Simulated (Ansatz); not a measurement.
Computed with Ansatz on PBE0-D4/def2-TZVP structures; ΔE is electronic, products minus reactants. CCSD(T)/CBS is the MP2 limit (def2-TZVPP, def2-QZVPP) plus CCSD(T) − MP2 in def2-TZVPP, frozen cores. DFT in def2-TZVPP. For Zn outer-core shells are correlated without core-valence functions, which leaves a few kJ/mol of doubt a bond. Scalar relativity is left out up to krypton. One conformer a species, not always the lowest.

`FC(F)[O][ZnH]` + `OCF` → `FC[O][ZnH]` + `OC(F)F`  (ligand exchange at a Zn–O bond)

`FC(F)[O][ZnH]`:

Cartesian coordinates in Å:
```
F 0.203 1.408 -0.871
C 0.801 0.208 -0.561
F 0.255 -0.683 -1.458
O 0.559 -0.148 0.680
Zn -1.155 -0.414 1.213
H 1.867 0.299 -0.789
H -2.530 -0.670 1.785
```

`OCF`:

```xyz
6

O    -0.900    0.265    0.539
C     0.122   -0.231   -0.226
F     1.248   -0.465    0.539
H    -0.690    1.165    0.805
H     0.430    0.455   -1.024
H    -0.210   -1.188   -0.632
```

`FC[O][ZnH]`:

```xyz
7

F    -1.288   -0.281    0.022
C    -0.445    0.790    0.443
O     0.827    0.489    0.138
Zn    1.004   -1.121   -0.675
H    -0.819    1.673   -0.091
H    -0.618    0.879    1.523
H     1.339   -2.429   -1.360
```

`OC(F)F`:

Z-matrix (Å, degrees):
```
C
F 1 1.355
F 1 1.355 2 105.7
O 1 1.346 2 111.4 3 -121.2
H 1 1.091 2 109.4 3 117.7
H 4 0.966 1 108.8 2 58.9
```

```tsv
level	ΔE (kJ/mol)	difference from CCSD(T)/CBS
PBE0-D4	11.4	0.8
ωB97M-V	10.3	-0.3
PBE	11.2	0.6
PBE0	11.4	0.8
CCSD/def2-TZVPP	11.5	0.9
CCSD(T)/def2-TZVPP	10.8	0.2
HF/def2-QZVPP	13.3	2.7
MP2/def2-QZVPP	11.1	0.5
HF/CBS(def2)	13.3	2.7
MP2/CBS(def2)	11.0	0.4
CCSD(T)/CBS	10.6	0
```

Largest T1 diagnostic among the species: 0.016.
